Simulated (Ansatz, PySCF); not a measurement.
Pair of molecules: HI (SMILES I) (first 2 atoms) with H4OSi (SMILES O[SiH3]); geometry from B3LYP-D3(BJ)/def2-TZVP, rigid monomers moved along the line of their centres of mass till H2···O3 is 1.82 Å.
(charge 0, multiplicity 1):
| atom | x (Å) | y (Å) | z (Å) |
|---|---|---|---|
| I | -0.4232 | -1.1697 | -0.6328 |
| H | -0.5765 | -0.9602 | 0.9732 |
| O | -0.6751 | -0.6216 | 2.7587 |
| Si | 0.1773 | 0.6358 | 3.4346 |
| H | -1.2728 | -1.1338 | 3.3094 |
| H | -0.7392 | 1.6533 | 4.0001 |
| H | 0.9649 | 1.2051 | 2.3265 |
| H | 1.0698 | 0.1506 | 4.5132 |

Interaction energies are E(AB) − E(A) − E(B) at the monomers' geometry in the complex; basis-set methods are counterpoise corrected.

Correlated levels freeze the cores. Filled d and f shells under p-block atoms count as core. CBS(a, b) extrapolates the correlation energy as X⁻³ and adds the Hartree–Fock energy of set b.

Run with Ansatz (a quantum-chemistry and plane-wave program) with Gaussian orbitals; PySCF for the dispersion terms. Values without a source in brackets are computed. In def2 rows elements past Kr take small-core potentials, without spin–orbit coupling.

PBE/def2-TZVPPD gives -2.38 kcal/mol for the interaction energy.

Q: Where do these levels fall relative to PBE: PBE-D3(BJ)/def2-TZVPPD, r2SCAN/def2-TZVPPD, PBE0/def2-TZVPPD, wB97M-V/def2-TZVPPD, MP2/CBS(def2-SVPD, def2-TZVPPD), MP2/CBS(def2-SVPD, def2-TZVPPD) + ΔCCSD(T)/def2-SVPD.

A: PBE-D3(BJ)/def2-TZVPPD -1.25; r2SCAN/def2-TZVPPD -0.33; PBE0/def2-TZVPPD 0.10; wB97M-V/def2-TZVPPD 0.06; MP2/CBS(def2-SVPD, def2-TZVPPD) -0.26; MP2/CBS(def2-SVPD, def2-TZVPPD) + ΔCCSD(T)/def2-SVPD 0.60 kcal/mol. 3 of 6 lie above PBE; the widest gap is to PBE-D3(BJ)/def2-TZVPPD.
